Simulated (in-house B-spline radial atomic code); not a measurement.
Whole-atom quantities along the 22-electron series, configuration 1s2 2s2 2p6 3s2 3p6 3d3/2(4). Breit and QED terms are first order and not part of the total energy; the density at the nucleus is averaged over the nuclear charge. Computed with a radial B-spline atomic code at the basis-set limit: Dirac-Hartree-Fock, jj configuration that fills j = l - 1/2 first, finite nuclei.

```
  ion   Z  E/Z² (Eh)  Σ<r²> (bohr²)  n(0)/Z³ (bohr⁻³)  Lamb diamagnetic shielding (ppm)  repulsion over attraction  Breit energy (eV)  self-energy (eV)  vacuum polarisation (eV)
   V+  23     -1.792         22.135           0.80322                           1742.43                    0.15542             8.3754            6.0355                   -0.4747
 Cr2+  24    -1.8211         16.332           0.81746                           1841.86                    0.15233             9.6931            7.0059                   -0.5637
 Mn3+  25          ?              ?                 ?                                 ?                          ?                  ?                 ?                         ?
 Fe4+  26    -1.8752         10.936           0.84755                           2039.68                    0.14521             12.755            9.2693                  -0.77912
 Co5+  27          ?              ?                 ?                                 ?                          ?                  ?                 ?                         ?
 Ni6+  28          ?              ?                 ?                                 ?                          ?                  ?                 ?                         ?
 Cu7+  29     -1.947         7.1108           0.89692                           2337.09                    0.13448             18.515            13.568                    -1.213
 Zn8+  30    -1.9688         6.3049           0.91465                           2436.71                    0.13108             20.776            15.269                   -1.3922
 Ga9+  31    -1.9896         5.6354           0.93272                           2536.64                    0.12779              23.22            17.115                    -1.591
Ge10+  32    -2.0095         5.0716           0.95133                            2636.9                    0.12461             25.853            19.114                   -1.8108
As11+  33    -2.0286         4.5913           0.97147                           2737.51                    0.12155             28.685            21.274                   -2.0532
Se12+  34    -2.0469          4.178           0.99207                           2838.51                     0.1186             31.721            23.601                   -2.3199
Br13+  35    -2.0644         3.8194            1.0138                           2939.92                    0.11577             34.971            26.105                   -2.6125
Kr14+  36    -2.0814         3.5059            1.0365                           3041.75                    0.11305             38.441            28.792                   -2.9329
```

Question: Fill in the row of Mn3+.

Answer: E/Z² (Eh): -1.8488; Σ<r²> (bohr²): 13.11; n(0)/Z³ (bohr⁻³): 0.8321; Lamb diamagnetic shielding (ppm): 1940.81; repulsion over attraction: 0.14883; Breit energy (eV): 11.151; self-energy (eV): 8.0817; vacuum polarisation (eV): -0.66481.

Question: Fill in the row of Co5+.

Answer: E/Z² (Eh): -1.9003; Σ<r²> (bohr²): 9.3357; n(0)/Z³ (bohr⁻³): 0.8634; Lamb diamagnetic shielding (ppm): 2138.63; repulsion over attraction: 0.14157; Breit energy (eV): 14.512; self-energy (eV): 10.575; vacuum polarisation (eV): -0.90778.

Question: Fill in the row of Ni6+.

Answer: E/Z² (Eh): -1.9242; Σ<r²> (bohr²): 8.0983; n(0)/Z³ (bohr⁻³): 0.88053; Lamb diamagnetic shielding (ppm): 2237.75; repulsion over attraction: 0.13799; Breit energy (eV): 16.43; self-energy (eV): 12.006; vacuum polarisation (eV): -1.052.

Question: With what power of Z does the column «Σ<r²> (bohr²)» change over this range?

Answer: A fit of the logarithm of its size against log Z from Z = 23 to 36 has slope -3.91. Unscreened non-relativistic hydrogenic orbitals would give -2.
